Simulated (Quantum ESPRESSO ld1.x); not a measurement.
Problem. The table gives one normalised radial function P(r) = r R(r) of Mo12+ in [Ar] 3d10 4s2 (r in bohr). Calculated with ld1.x of Quantum ESPRESSO 7.5: scalar-relativistic Kohn-Sham, LDA (Slater exchange, Perdew-Zunger correlation), spin-polarised, spherical densities, point nucleus.

r              P
0.001195   0.0008
0.001369   0.0011
0.001556   0.0013
0.001783   0.0017
0.002042   0.0022
0.00234    0.0028
0.002659   0.0035
0.003047   0.0045
0.003491   0.0057
0.003967   0.0072
0.004545   0.0092
0.005207   0.0118
0.005966   0.0150
0.006781   0.0188
0.007769   0.0239
0.0089     0.0303
0.01012    0.0378
0.01159    0.0476
0.01328    0.0597
0.01521    0.0746
0.01729    0.0914
0.01981    0.1128
0.02269    0.1381
0.02579    0.1658
0.02955    0.1993
0.03385    0.2366
0.03879    0.2769
0.04408    0.3162
0.05051    0.3569
0.05786    0.3933
0.06576    0.4193
0.07535    0.4328
0.08632    0.4254
0.0989     0.3906
0.1124     0.3279
0.1288     0.2263
0.1475     0.0894
0.1677    -0.0657
0.1921    -0.2460
0.2201    -0.4219
0.2522    -0.5675
0.2866    -0.6511
0.3284    -0.6586
0.3762    -0.5653
0.4276    -0.3823
0.4898    -0.1006
0.5612     0.2387
0.643      0.5874
0.7308     0.8737
0.8372     1.0837
0.9592     1.1620
1.09       1.1086
1.249      0.9401
1.431      0.7060
1.639      0.4656
1.863      0.2764
2.135      0.1364
2.446      0.0565
2.78       0.0206
3.185      0.0057
3.649      0.0012
4.18       0.0002
4.751      0.0000
5.443      0.0000

Which n and l does it have? It may be an empty orbital.

Solution. n = 4, l = 1: the number of nodes gives n - l - 1 = 2, the rise at small r (about r^(l+1), flatter next to the nucleus through relativity) gives l, and the extent must fit the shell. The curve is that of 4p. 4p (empty): eigenvalue -239.49 eV, 2 radial nodes at r = 0.159, 0.511 bohr, <r> = 1.02 bohr, 90 % of the charge inside 1.47 bohr.
